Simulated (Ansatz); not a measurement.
Cost and result for the atomization energy of C$_{3}$H$_{7}$NOSi (`C/C=C1\N[SiH2]O1`) (13 atoms, 13 bonds).

```xyz
13

C    -0.0255   -1.8545   -1.1267
C     0.7727   -0.6381   -0.7997
C     0.3378    0.3507   -0.0311
N    -0.8656    0.5639    0.6645
Si   -0.1795    2.0069    1.3054
O     1.0476    1.5082    0.2738
H    -0.0857   -2.0141   -2.2077
H    -1.0523   -1.7783   -0.7601
H     0.4094   -2.7626   -0.6950
H     1.7726   -0.5311   -1.2025
H    -1.5002   -0.1760    0.8968
H    -0.8136    3.2945    0.9374
H     0.1824    2.0304    2.7450
```

Total charge 0; spin multiplicity 1. The geometry is a stationary point of PBE0-D4/def2-TZVP. Program: Ansatz. All runs use 4 threads of an Arm Neoverse V1 on a shared host. Times are those of one run each, without the atoms' runs, and a repeat can differ threefold. Electronic energies, without spin–orbit coupling; frozen cores. CCSD(T)/CBS adds CCSD(T) − MP2 in def2-TZVPP to the MP2 limit, and its time is that of the two runs behind it. T1 = 0.012. HSE06 is the plane-wave form, built on full-range PBE exchange.

CCSD(T)/CBS is a level of theory with its own doubt, some kJ/mol a heavy atom from the limit and from the frozen cores, so smaller differences don't rank the functionals.

| level | functions | wall time | atomization (kJ/mol) | difference from CCSD(T)/CBS | per bond |
| --- | --- | --- | --- | --- | --- |
| revPBE-D4/def2-TZVPP | 295 | 3 s | 5194.5 | 0.6 | 0.0 |
| BLYP-D4/def2-TZVPP | 295 | 3 s | 5203.1 | 9.2 | 0.7 |
| PBE0-D4/def2-TZVPP | 295 | 4 s | 5225.7 | 31.8 | 2.4 |
| BHLYP-D4/def2-TZVPP | 295 | 4.3 s | 5034.5 | -159.4 | -12.3 |
| HSE06-D4/def2-TZVPP | 295 | 4.6 s | 5230.2 | 36.3 | 2.8 |
| r2SCAN-D4/def2-TZVPP (with forces) | 295 | 7 s | 5210.8 | 16.9 | 1.3 |
| r2SCANh-D4/def2-TZVPP | 295 | 7.5 s | 5174.7 | -19.2 | -1.5 |
| PBE-QIDH/def2-TZVPP | 295 | 8.5 s | 5174.1 | -19.8 | -1.5 |
| CCSD(T)/def2-SVP | 123 | 12 s | 4886.3 | -307.6 | -23.7 |
| B97M-V/def2-TZVPP | 295 | 12 s | 5211.3 | 17.4 | 1.3 |
| MP2/def2-QZVPP | 565 | 44 s | 5241.8 | 47.9 | 3.7 |
| CCSD(T)/def2-TZVPP | 295 | 17 min | 5047.1 | -146.8 | -11.3 |
| CCSD(T)/CBS(def2) | – | 17 min | 5193.9 | 0.0 | 0.0 |

The D4 term adds +44.5 kJ/mol with B3LYP and +23.4 kJ/mol with PBE0; it sums over pairs of atoms, weighted by their polarisabilities, and B3LYP, whose exchange is more repulsive, gets the larger term. At CCSD(T), def2-SVP lies −307.6 kJ/mol from the extrapolated value and def2-TZVPP −146.8 kJ/mol: correlation converges slowly with the basis, and small sets miss more of it in the bonded molecule than in its fragments. From r2SCAN to r2SCAN0 (25 % exact exchange), in def2-TZVPP and without D4, the atomization energy moves by −88.7 kJ/mol: exact exchange takes away binding that semilocal exchange gives to molecules.

B3LYP here is the variant with VWN-RPA as its local correlation; programs differ in this.
